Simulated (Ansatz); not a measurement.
Total energies of CH4GaNO (`O/C=[N]/[GaH2]`).

```xyz
8

O    -2.1322   -0.7149   -0.5347
C    -0.7960   -0.7890   -0.3695
N    -0.0864    0.1479    0.0338
Ga    1.5567    0.7783    0.4738
H    -2.3921    0.1824   -0.2817
H    -0.4624   -1.7943   -0.6472
H     2.3429    1.5243   -0.6489
H     1.9695    0.6654    1.9744
```

The species carries charge 0 and has multiplicity 1. Correlated methods include outer-core shells of Ga, which these sets cover unevenly. Scalar relativity is left out up to krypton. All single points use the PBE0-D4/def2-TZVP geometry. It is one conformer, not always the lowest. Basis def2-TZVPP, the Gaussian-basis code of Ansatz.

RPA on PBE orbitals: Hartree–Fock energy of these orbitals -2092.75088 Eh, correlation -1.29799 Eh (frozen core).

| functional | kind | energy without D4 (Eh) | D4 term (kJ/mol) |
| --- | --- | --- | --- |
| LDA (SPW92) | LDA | -2091.02493 | – |
| PBE | GGA | -2094.91713 | -13.5 |
| revPBE | GGA | -2095.21324 | -42.4 |
| BLYP | GGA | -2095.43283 | -30.0 |
| r2SCAN | meta-GGA | -2095.30274 | -3.2 |
| B97M-V | meta-GGA with VV10 | -2095.00508 | – |
| PBE0 | global hybrid, 25 % exact exchange | -2094.95694 | -11.4 |
| B3LYP | global hybrid, 20 % | -2095.45864 | -21.9 |
| r2SCANh | meta-GGA hybrid, 10 % | -2095.28040 | -3.5 |
| r2SCAN0 | meta-GGA hybrid, 25 % | -2095.24859 | -3.8 |
| HSE06 (plane-wave form) | screened hybrid | -2094.94810 | -10.6 |
| BHLYP | global hybrid, 50 % | -2095.28057 | -16.9 |
| CAM-B3LYP | range-separated hybrid | -2095.45398 | -11.6 |
| LC-ωPBE | long-range corrected hybrid | -2095.04508 | – |
| ωB97X-V | range-separated hybrid GGA with VV10 | -2095.16927 | – |
| ωB97M-V | range-separated hybrid meta-GGA with VV10 | -2095.23726 | – |
| B2PLYP | double hybrid | -2094.91365 | – |
| PBE-QIDH | double hybrid | -2094.59353 | – |

B3LYP takes the VWN-RPA correlation (the form of Gaussian; ORCA's B3LYP/G). HSE06 is the plane-wave form, built on full-range PBE exchange. The double hybrids freeze the cores in their second-order part.

LC-ωPBE has ω = 0.4 bohr⁻¹.
